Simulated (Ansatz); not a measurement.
Reaction (ligand exchange at the Sn–O bond): `[OH][Sn][F]` + HCl → `[F][Sn][Cl]` + H₂O

Program: Ansatz. Geometries: PBE0-D4/def2-TZVP. ΔE: electronic, gas phase. CBS: MP2 limit from def2 TZ/QZ plus the TZ coupled-cluster correction, frozen cores. This one scheme is used for every species. DFT in def2-TZVPP. B3LYP here is the variant with VWN-RPA as its local correlation; programs differ in this. HSE06 is defined as in plane-wave codes. def2 core potentials past Kr. For Sn outer-core shells are correlated without core-valence functions, which leaves a few kJ/mol of doubt a bond. One conformer a species, not always the lowest.

`[OH][Sn][F]`:

Cartesian coordinates in Å:
```
O -0.008 -0.532 0.781
Sn 0.398 0.202 -1.001
F -0.873 1.649 -0.818
H 0.483 -1.318 1.038
```

HCl:

```xyz
2

Cl    0.497   -0.170    0.365
H    -0.497    0.170   -0.365
```

`[F][Sn][Cl]`:

Z-matrix (Å, degrees):
```
Sn
F 1 1.935
Cl 1 2.360 2 96.9
```

H₂O:

Cartesian coordinates in Å:
```
O -0.241 0.246 0.181
H 0.011 -0.637 0.461
H 0.230 0.391 -0.642
```

(1) Is it downhill or uphill in electronic energy at CCSD(T)/CBS, and by how much? (Estimate.)

(2) What do these levels give: r2SCAN-D4, B3LYP-D4, r2SCAN0-D4, CAM-B3LYP-D4, ωB97X-V, ωB97M-V, PBE-QIDH, PBE0, B3LYP, r2SCANh, HSE06, CCSD/def2-SVP? (An estimate is asked.)

(3) What do rigid-rotor, harmonic-oscillator terms from PBE0-D4/def2-TZVP frequencies (298.15 K, 1 bar) make of the CCSD(T)/CBS value? (An estimate is asked.)

Largest T1 diagnostic among the species: 0.018.

## Answers

(1) The calculation gave: Downhill: ΔE = -67.8 kJ/mol.

(2) The calculation gave: r2SCAN-D4 -67.9, B3LYP-D4 -70.9, r2SCAN0-D4 -73.7, CAM-B3LYP-D4 -66.1, ωB97X-V -66.5, ωB97M-V -68.7, PBE-QIDH -71.6, PBE0 -73.7, B3LYP -69.4, r2SCANh -70.2, HSE06 -74.1, CCSD/def2-SVP -68.1 kJ/mol.

(3) The calculation gave: ΔZPE = +7.0 kJ/mol, ΔH = -60.0 kJ/mol, ΔS = 9 J/(mol·K), ΔG = -62.7 kJ/mol.

From r2SCAN to r2SCAN0 (25 % exact exchange), in def2-TZVPP and without D4, ΔE moves by −5.7 kJ/mol. In def2-TZVPP, CCSD(T) changes the Hartree–Fock value by +16.2 kJ/mol (the triples alone add +2.0 kJ/mol) and MP2 by +14.0 kJ/mol. Leaving LDA and LC-ωPBE aside and taking each functional with its dispersion term where it has one, the values, not all of them listed here, spread over 10.8 kJ/mol, from BHLYP-D4 to BLYP-D4. LDA lies +3.6 kJ/mol from PBE without D4.
